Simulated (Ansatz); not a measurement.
`COB(C)OC` + `N[SiH2]C=O` → `CN[SiH2]C=O` + `COB(C)O`  (substitution at a C–O bond)

Calculated with Ansatz (gas phase, PBE0-D4/def2-TZVP geometries, no zero-point term in ΔE). CCSD(T)/CBS adds triple-zeta CCSD(T) − MP2 to the extrapolated MP2 energy (def2 sets, frozen cores). Functionals use def2-TZVPP. B3LYP here is the variant with VWN-RPA as its local correlation; programs differ in this. One conformer a species, not always the lowest.

Problem. Is it downhill or uphill in electronic energy at CCSD(T)/CBS, and by how much? (Estimate.)

Solution. Ansatz gave: Downhill: ΔE = -14.5 kJ/mol.

Problem. What do these levels give: r2SCAN-D4, B3LYP-D4, ωB97X-V, B2PLYP, PBE, SCS-MP2/def2-TZVPP, CCSD/def2-TZVPP, CCSD(T)/def2-TZVPP, HF/def2-QZVPP, HF/CBS(def2), MP2/CBS(def2), CCSD/CBS(def2)? (Estimate.)

Solution. Ansatz gave: r2SCAN-D4 -12.2, B3LYP-D4 -12.9, ωB97X-V -12.9, B2PLYP -13.4, PBE -15.6, SCS-MP2/def2-TZVPP -15.4, CCSD/def2-TZVPP -14.7, CCSD(T)/def2-TZVPP -14.8, HF/def2-QZVPP -10.8, HF/CBS(def2) -10.7, MP2/CBS(def2) -16.9, CCSD/CBS(def2) -14.4 kJ/mol.

Largest T1 diagnostic among the species: 0.014.

In def2-TZVPP, CCSD(T) changes the Hartree–Fock value by −3.9 kJ/mol (the triples alone add −0.1 kJ/mol) and MP2 by −6.4 kJ/mol.
